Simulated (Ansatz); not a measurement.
Ansatz (a first-principles code) input:

Ansatz 0.2 input:
```yaml
crystal:
  periodic: [false, false, false]
  atoms:
    - {symbol: C, position_ang: [1.61066222, -0.92367776, -0.86699174]}
    - {symbol: C, position_ang: [0.88579345, -0.35238110, 0.30141020]}
    - {symbol: C, position_ang: [1.67818946, 0.82283419, 0.88635940]}
    - {symbol: C, position_ang: [-0.61833399, -0.00421346, -0.01656568]}
    - {symbol: C, position_ang: [-1.32792665, -1.27122290, -0.51168381]}
    - {symbol: C, position_ang: [-0.71988888, 1.08085344, -1.09382992]}
    - {symbol: C, position_ang: [-1.32360119, 0.47384945, 1.25860631]}
    - {symbol: H, position_ang: [2.27314429, -0.30875635, -1.46177025]}
    - {symbol: H, position_ang: [1.45893178, -1.94591429, -1.18265953]}
    - {symbol: H, position_ang: [0.82736251, -1.13232014, 1.07257817]}
    - {symbol: H, position_ang: [1.21390279, 1.22655701, 1.78516434]}
    - {symbol: H, position_ang: [1.77669033, 1.63338970, 0.16177626]}
    - {symbol: H, position_ang: [2.68502735, 0.49702940, 1.15118244]}
    - {symbol: H, position_ang: [-2.39077464, -1.07550239, -0.66858761]}
    - {symbol: H, position_ang: [-0.91065735, -1.62140147, -1.45613619]}
    - {symbol: H, position_ang: [-1.24169781, -2.08045248, 0.21794512]}
    - {symbol: H, position_ang: [-0.22043768, 0.77007707, -2.01315217]}
    - {symbol: H, position_ang: [-1.76704984, 1.28077902, -1.33153829]}
    - {symbol: H, position_ang: [-0.27325057, 2.02036838, -0.76533581]}
    - {symbol: H, position_ang: [-2.39200477, 0.60258586, 1.07168016]}
    - {symbol: H, position_ang: [-0.93628719, 1.43077353, 1.60831560]}
    - {symbol: H, position_ang: [-1.21226599, -0.25346415, 2.06670908]}
basis:
  gaussian:
    orbitals: def2-TZVPD
hamiltonian:
  xc: {name: CAM-B3LYP}
magnetization: {spin_polarized: true, initial_magnetization: 1}
output: {forces: true}
```

Problem. Which total energy does the run end on?

Solution. -275.64875 Eh (CAM-B3LYP/def2-TZVPD). The basis has 394 functions.

It need not be the lowest isomer of its formula.
